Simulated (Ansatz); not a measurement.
Sn(F)(Cl)(NH2)2 (ClFH₄N₂Sn), SMILES [NH2][Sn]([NH2])([F])[Cl].

The structure is a stationary point at r2SCAN-D4/def2-SVP. The structure was generated by enumeration; whether it is a known compound was not checked. The def2 effective core potentials stand for the cores of Sn; spin–orbit coupling is left out. Other conformers were not sampled.

Two levels are set side by side: PBE/def2-SVPD (Ansatz, a first-principles code) and CAM-B3LYP/def2-SVPD (Ansatz). Energy differences of separate SCF runs at the same geometry; the states with an electron removed or added have multiplicity 2 and 2. Differences are taken from unrounded values.

| quantity | CAM-B3LYP |
|---|---|
| vertical ionisation energy (eV) | 10.67 |
| vertical electron affinity (eV) | 0.34 |
| vertical singlet–triplet gap (eV) | 4.90 |

Task: What does PBE give, and how far is it from CAM-B3LYP? (The exact figures need the calculation; the answer reports its results.)

Result: 
```
quantity                            PBE  PBE minus CAM-B3LYP
---------------------------------  ----  -------------------
vertical ionisation energy (eV)    9.87                -0.81
vertical electron affinity (eV)    0.48                 0.14
vertical singlet–triplet gap (eV)  4.14                -0.76
```
